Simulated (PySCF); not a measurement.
# Vibration and rotation of SrSi⁻

UHF-CCSD(T) constants of SrSi⁻, ⁴Σ⁻ (quartet), unpaired electrons σ ↑, π ↑↑ (Sr def2-SVPD with ECP28, Si def2-SVPD; scalar-relativistic core potentials (PySCF 2.14); masses 87.9056 and 27.9769 u):

* ωe: 177.7 cm⁻¹
* ωexe: 0.874 cm⁻¹
* Be: 0.079602 cm⁻¹
* αe: 0.000489 cm⁻¹

**Question.** What force constant and bond length do these constants imply?

**Answer.** Reduced mass μred = 21.223 u; k = 5.8918×10⁻⁷·μred·ωe² (u, cm⁻¹, mdyn/Å) = 0.395 mdyn/Å; Re = √(16.8576/(μred·Be)) (u, cm⁻¹, Å) = 3.159 Å.

**Question.** Estimate the centrifugal constant D from the Kratzer relation and find the Dunham coefficient a1.

**Answer.** D = 4Be³/ωe² = 6.39e-08 cm⁻¹; a1 = −1 − αeωe/(6Be²) = -3.29.

Correlated steps freeze 5 core orbitals. Spin–orbit coupling is left out. The state is the lowest determinant that a PBE0 search found; another state may lie lower at other levels.
